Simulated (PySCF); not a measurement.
# Te⁻ (tellurium, charge -1) across methods

[Kr] 4d10 5s2 5p5, 2P determinant. Computed with PySCF 2.14 in aug-cc-pVDZ-PP with ECP28MDF, with a scalar-relativistic core potential.

```csv
method,E (hartree),mean ε 5s β (eV),mean ε 5p α (eV),mean ε 5p β (eV),Σ⟨r²⟩ (bohr²),⟨S²⟩
TPSS,-267.9472,-7.959,0.163,0.744,80.48,0.752
PBE0,-268.0627,-9.306,-0.727,-0.074,80.05,0.753
PBE,-268.0422,-7.951,0.200,0.772,81.48,0.752
r2SCANh,-268.1458,-8.696,-0.383,0.302,79.82,0.755
M06,-268.1127,-9.134,-0.537,0.079,81.36,0.753
r2SCAN0,-268.1314,-9.488,-0.909,-0.190,79.49,0.755
LDA,-267.6623,-8.274,0.096,0.639,81.46,0.751
r2SCAN,-268.1555,-8.168,-0.035,0.628,80.05,0.755
UHF,-267.03828,-12.588,-2.998,-1.999,80.15,0.759
```

Energies and moments cover only the electrons outside the core potential. The outer electron is barely bound at this level, so radii and moments hang on the diffuse functions.

The highest occupied level is positive at TPSS, PBE, r2SCANh, M06, LDA, r2SCAN: only the finite basis holds that electron, which in a density functional comes from self-interaction.
